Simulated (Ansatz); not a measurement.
Coupled-cluster diagnostics for the cluster Se2S⁺ (the lowest doublet isomer of a short search), Ansatz.

Geometry of the doublet (PBE0-D4/def2-TZVP):

```xyz
3

S     0.425    0.167   -1.186
Se   -1.224    0.231    0.190
Se    0.799   -0.398    0.996
```

Correlated methods freeze 23 core orbitals; core or outer-core shells of Se are correlated, in sets that lack core-valence functions. The structure comes from a short search, and lower isomers may exist.

Geometry of the charge 1 quartet (PBE0-D4/def2-TZVP):

```xyz
3

S    -0.599    0.113   -1.343
Se   -0.512    0.759    0.689
Se    1.110   -0.872    0.654
```

Question: Estimate the CCSD(T) correlation energy, the shares of MP2 and (T), T1 and the reference's ⟨S²⟩ for: charge 1, doublet, own geometry in def2-TZVPP; charge 1, quartet, own geometry in def2-TZVPP; and the rough time on 4 threads of Arm Neoverse V1 on a shared host.

Answer: 
```json
{"state": "charge 1, doublet, own geometry", "basis": "def2-TZVPP", "correlation (eV)": "-19.784", "MP2 share (%)": "93.0", "(T) share (%)": "5.0", "T1": "0.022", "⟨S²⟩ (pure)": "0.77 (0.75)", "wall time": "29 s"}
{"state": "charge 1, quartet, own geometry", "basis": "def2-TZVPP", "correlation (eV)": "-18.983", "MP2 share (%)": "91.9", "(T) share (%)": "4.8", "T1": "0.023", "⟨S²⟩ (pure)": "3.80 (3.75)", "wall time": "25 s"}
```
Customary marks for T1 are 0.02 (closed shells), 0.045 (open shells) and about 0.05 (3d metals). T1 exceeds 0.02 in 2 of 2 rows and 0.045 in 0; the higher it lies, the less the single-reference result can be trusted.
